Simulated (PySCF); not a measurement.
**Where the electron goes**

Compound: C7H7OS (charge +1).
Structure used (GFN2-xTB), in Å, numbered top down from 1:
```
atom  x, y, z in Å
C1     3.5360   -0.9384    0.2400
C2     2.7503   -0.5407   -0.5690
C3     1.7636   -0.0453   -1.5258
C4     0.4969    0.1572   -0.7810
O5     0.2592    1.2648   -0.1522
C6    -0.8843    1.2589    0.5479
C7    -1.5927    0.1068    0.4775
C8    -2.8787   -0.2392    1.1103
S9    -0.7178   -1.0108   -0.5454
H10    4.2641   -1.2912    0.9104
H11    1.6374   -0.7758   -2.3278
H12    2.1151    0.9045   -1.9393
H13   -1.1212    2.1606    1.0846
H14   -3.2530    0.6009    1.6886
H15   -2.7628   -1.0972    1.7716
H16   -3.6196   -0.5062    0.3575
```

Method: PySCF, TDDFT B3LYP/def2-SVPD, vertical, gas phase, core orbitals frozen in the response.

Kohn–Sham orbitals with the atoms that hold most of them (Löwdin shares over 4%, at most four atoms; ? is withheld):

```tsv
orbital	ε (eV)	atoms
LUMO+2	-5.23	C6 33%, C7 31%, O5 10%, S9 9%
LUMO+1	-5.28	S9 56%, C7 15%, C4 11%, C6 4%
LUMO	?	C4 36%, S9 26%, O5 17%, C7 7%
HOMO	-11.71	?
HOMO-1	-11.78	?
HOMO-2	-12.60	C6 26%, C7 22%, C4 14%, O5 7%
HOMO-3	-14.23	S9 50%, O5 11%, C4 11%, C7 11%
```

(1) Which atoms hold the HOMO-1, and with what shares?

(2) Which atoms hold the HOMO, and with what shares?

(3) What is the LUMO energy, and the HOMO–LUMO gap?

Results:

(1) C2 (bonded to 2 C) 40%; C1 (bonded to C and H) 38%; C3 (bonded to 2 C and 2 H) 4%.

(2) C2 (bonded to 2 C) 42%; C1 (bonded to C and H) 42%; C3 (bonded to 2 C and 2 H) 7%.

(3) ε(LUMO) = -7.34 eV; the gap is 4.37 eV (0.1606 hartree).

Problem. The HOMO–LUMO gap is 4.37 eV. Where does the response calculation put the lowest singlet, and from which orbitals?

Solution. S1 is at 3.45 eV (f = 0.0003), 0.92 eV below the gap, made of HOMO→LUMO (99%). Without the coupling terms of the response equations the lowest excitation would equal the gap.

Problem. One configuration dominates each of S1, S2, S3, S5 and S8. Which, and how do the shares of the two leading atoms of either orbital change from the occupied to the empty one?

Solution. 
- S1 (3.45 eV, f 0.0003), HOMO→LUMO (99%): C2 42% → at most 7%, C1 42% → at most 7%, C4 at most 4% → 36%, S9 at most 4% → 26%
- S2 (3.68 eV, f 0.068), HOMO-1→LUMO (98%): C2 40% → at most 7%, C1 38% → at most 7%, C4 at most 4% → 36%, S9 at most 4% → 26%
- S3 (4.71 eV, f 0.111), HOMO-2→LUMO (96%): C6 26% → at most 7%, C7 22% → 7%, C4 14% → 36%, S9 at most 7% → 26%
- S5 (5.70 eV, f 0.0003), HOMO→LUMO+1 (70%): C2 42% → at most 5%, C1 42% → at most 5%, S9 at most 4% → 56%, C7 at most 4% → 15%
- S8 (6.18 eV, f 0.0007), HOMO-2→LUMO+1 (88%): C6 26% → 4%, C7 22% → 15%, S9 at most 7% → 56%

Löwdin shares depend on the basis, the more so with diffuse functions.

One conformer stands for the species.
